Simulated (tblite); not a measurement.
Species: C₄H₅FNOS (doublet state).
SMILES with atom numbers: `[F:1][CH2:2][O:3][C@@H:4]1[N:5][CH:6]=[CH:7][S:8]1` (hydrogens: H9, H10 on C2; H11 on C4; H12 on C6; H13 on C7)

Computed geometry: GFN2-xTB, gas phase. This method treats the open shell by occupation alone, without spin polarisation.

(1) List the bond lengths, angles and torsions at this level.

Answers

(1) 
```csv
bond,length (Å),order
F1–C2,1.372,single
C2–O3,1.370,single
O3–C4,1.389,single
C4–N5,1.381,single
N5–C6,1.299,single
C6=C7,1.394,double
C7–S8,1.700,single
C4–S8,1.944,single
C2–H9,1.095,single
C2–H10,1.103,single
C4–H11,1.101,single
C6–H12,1.077,single
C7–H13,1.071,single
```

Orders are formal, as drawn. A selection of angles:
```csv
angle,degrees
F1–C2–O3,111.5
C2–O3–C4,117.2
O3–C4–N5,112.3
O3–C4–S8,109.9
N5–C4–S8,106.8
C4–N5–C6,114.7
N5–C6–C7,118.2
C6–C7–S8,112.5
C4–S8–C7,87.8
```

Dihedral angles: F1–C2–O3–C4 -70° (synclinal); C2–O3–C4–N5 -145° (anticlinal); O3–C4–N5–C6 -120° (anticlinal); C4–N5–C6–C7 0° (synperiplanar); N5–C6–C7–S8 -1° (synperiplanar); C6–C7–S8–C4 1° (synperiplanar); O3–C4–S8–C7 121° (anticlinal).

O3 (oxygen bonded to 2 C) is bent (angle 117.2°). S8 (sulfur bonded to 2 C) is bent (angle 87.8°). The 5-membered ring C4–N5–C6–C7–S8 has internal angles of 87.8° to 118.2° (sum 540°, against 540° for a flat polygon); it is planar, 0.00 Å rms from its mean plane, widest ring torsion 1°. The C–S distances run from 1.700 Å (C7–S8, drawn single) to 1.944 Å (C4–S8, drawn single), a spread of 0.244 Å. The 2 C–N bonds span 1.299 Å (N5–C6, drawn single in one of several resonance forms) to 1.381 Å (C4–N5, drawn single), a spread of 0.082 Å. C6 (carbon bonded to C, N and H) is planar (angles 123.1°, 118.7° and 118.2°, sum 360.0°, 0.00 Å off the plane of its three neighbours). N5 (nitrogen bonded to 2 C) is bent (angle 114.7°).

Point group: C1 (no symmetry element, even within 0.4 Å). Its GFN2-xTB frequencies are all real (lowest 33 cm⁻¹). 3 starts were optimised and ended at 0.00, 0.00 and 0.10 kcal/mol (GFN2-xTB); the lowest of these is shown.

One conformer stands for the species.
